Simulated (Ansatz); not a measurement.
InP₂⁻. Total charge -1; singlet. Geometry r2SCAN-D4/def2-TZVPD.

```xyz
3

In    0.000   -0.004    0.004
P    -0.364   -1.723   -1.516
P     0.364    1.727    1.512
```

In the def2 sets In takes a core potential; there is no spin–orbit coupling. The restricted singlet is unstable towards broken spin symmetry in Hartree–Fock (as tested in another run); at PBE-D4/def2-TZVPD, revPBE-D4/def2-TZVPD, BLYP-D4/def2-TZVPD, r2SCAN-D4/def2-TZVPD and others this wasn't settled. At PBE-D4/def2-TZVPD, revPBE-D4/def2-TZVPD, BLYP-D4/def2-TZVPD, r2SCAN-D4/def2-TZVPD an occupied level of the charge -1 singlet lies above an empty one (by up to 0.44 eV), so this SCF solution is probably not the lowest. At BLYP-D4/def2-TZVPD the highest occupied level of the charge -1 singlet lies above zero (up to 0.08 eV). The electron is either unbound and held by the finite basis, or the level is raised by self-interaction error. The geometry of the singlet was relaxed on an unsound state (an occupied level 0.34 eV above an empty one). Another isomer (singlet) lies 2.64 eV lower at PBE0-D4/def2-TZVPD; other spin states weren't run for this one.

Estimate the orbital energies around the gap (eV) in Ansatz with PBE-D4/def2-TZVPD, revPBE-D4/def2-TZVPD, BLYP-D4/def2-TZVPD, r2SCAN-D4/def2-TZVPD, PBE0-D4/def2-TZVPD.


```tsv
orbital	PBE-D4/def2-TZVPD	revPBE-D4/def2-TZVPD	BLYP-D4/def2-TZVPD	r2SCAN-D4/def2-TZVPD	PBE0-D4/def2-TZVPD
HOMO−5	-8.87	-8.80	-8.71	-9.41	-10.66
HOMO−4	-3.86	-3.78	-3.72	-4.09	-4.95
HOMO−3	-1.54	-1.48	-1.34	-1.76	-2.48
HOMO−2	-1.23	-1.16	-1.03	-1.38	-1.86
HOMO−1	-0.83	-0.78	-0.66	-1.06	-1.72
HOMO	-0.08	-0.03	0.08	-0.26	-1.04
LUMO	-0.52	-0.46	-0.33	-0.60	-0.04
LUMO+1	2.25	2.28	2.29	2.59	2.70
LUMO+2	2.79	2.88	2.89	2.97	3.52
LUMO+3	3.07	3.16	3.17	3.28	3.65
LUMO+4	3.50	3.52	3.57	3.87	4.13
LUMO+5	4.01	4.05	4.04	4.63	4.49
```
